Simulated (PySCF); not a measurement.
Cost against size for one kind of job: PBE0-D3(BJ)/def2-SVP geometry optimisation, gas phase in PySCF 2.14.0; work: geometry optimisation from a GFN2-xTB start shaken at random. Hardware: an Arm Neoverse N1 with one thread, no GPU (shared host). Times come from a shared host and carry two figures at best. Peak memory is the resident size of the whole Python process, interpreter and libraries included.

| species (SMILES) | atoms | electrons | basis functions | SCF cycles | gradient evaluations | wall time | peak memory |
| --- | --- | --- | --- | --- | --- | --- | --- |
| C[SiH2][Si@H](O)[SiH3] | 15 | 66 | 132 | 74 | 12 | 2.3 min | 0.52 GiB |
| C[S@+]([AlH3-])CC(=O)O | 16 | 72 | 151 | 84 | 11 | ? | ? |
| CC#CCB(N)OCC | 21 | 68 | 186 | 43 | 6 | 2.8 min | 0.77 GiB |
| [BH3-][O+]1C[C@@H](C)C[C@H]1C#N | 21 | 68 | 186 | 53 | 7 | 3.7 min | 0.77 GiB |
| CC(C)=C(C)CB(O)O | 22 | 70 | 191 | 69 | 10 | 5.3 min | 0.86 GiB |
| OB(O)C1CCCCC1 | 22 | 70 | 191 | 43 | 7 | 3.6 min | 0.79 GiB |
| COC[N@@+]1(C)[BH2-]CCC1 | 25 | 72 | 206 | 63 | 11 | ? | ? |

Problem. Estimate the withheld figures.

Solution. `C[S@+]([AlH3-])CC(=O)O`: 3.3 min, 0.61 GiB; `COC[N@@+]1(C)[BH2-]CCC1`: 7.1 min, 0.99 GiB.

Problem. Which species took longest, and how many times the shortest run?

Solution. `COC[N@@+]1(C)[BH2-]CCC1`, at 7.1 min: about 3.1 times the shortest (2.3 min).
